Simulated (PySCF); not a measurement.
Indirect couplings

Geometry:
| atom | x (Å) | y (Å) | z (Å) |
| --- | --- | --- | --- |
| C1 | -1.783 | 1.139 | 0.699 |
| O2 | -2.118 | -0.213 | 0.786 |
| Ge3 | -0.855 | -1.429 | 1.137 |
| Ge4 | 0.802 | -1.473 | -0.642 |
| Ge5 | 1.957 | 0.639 | -0.923 |
| H6 | -1.258 | 1.513 | 1.600 |
| H7 | -1.144 | 1.366 | -0.178 |
| H8 | -2.710 | 1.724 | 0.588 |
| H9 | -1.635 | -2.747 | 1.253 |
| H10 | -0.189 | -1.057 | 2.485 |
| H11 | 1.837 | -2.567 | -0.300 |
| H12 | 0.123 | -1.864 | -1.969 |
| H13 | 2.294 | 1.244 | 0.453 |
| H14 | 1.061 | 1.632 | -1.686 |
| H15 | 3.266 | 0.446 | -1.711 |

Method: B3LYP/pcJ-1 (pcSseg-1 on Ge) (without the spin–dipole term)//PBE0-D3(BJ)/def2-SVP, PySCF; isolated molecule, single conformer, non-relativistic. Couplings are averaged over pairs made equivalent by symmetry, fast rotation or ring inversion, so a value needn't be that of the named pair in this geometry, while other rotamers aren't included; one pair stands for each set, and the list holds those of at least 0.8 Hz over up to four bonds, among pairs with at least one C or H atom (others weren't computed).

Isotopes: 13C, 1H, 17O. Couplings to quadrupolar nuclei such as 17O and 33S are rarely resolved in practice.

| pair | bonds | J (Hz) |
| --- | --- | --- |
| C1, O2 | 1 | 22.9 |
| C1, H6 | 1 | ? |
| O2, H6 | 2 | ? |
| O2, H9 | 2 | -9.5 |
| H6, H7 | 2 | -11.1 |
| H9, H10 | 2 | 19.3 |
| H11, H12 | 2 | 3.4 |
| H13, H14 | 2 | 6.9 |
| C1, H9 | 3 | ? |
| O2, H11 | 3 | ? |
| H9, H11 | 3 | 6.1 |
| H9, H12 | 3 | -1.7 |
| H11, H13 | 3 | 4.1 |

**Question.** Estimate the withheld couplings, with signs.

**Answer.** 
- 1J(C1,H6) = 145.0 Hz (mean over equivalent pairs that range from 141.3 to 152.0 Hz in this conformer)
- 2J(O2,H6) = -7.1 Hz (mean over equivalent pairs that range from -14.8 to -3.0 Hz in this conformer)
- 3J(C1,H9) = 4.4 Hz (mean over equivalent pairs that range from 0.7 to 8.0 Hz in this conformer)
- 3J(O2,H11) = -0.9 Hz (mean over equivalent pairs that range from -1.9 to 0.1 Hz in this conformer)

Relativistic effects of the heavier atoms present are left out.
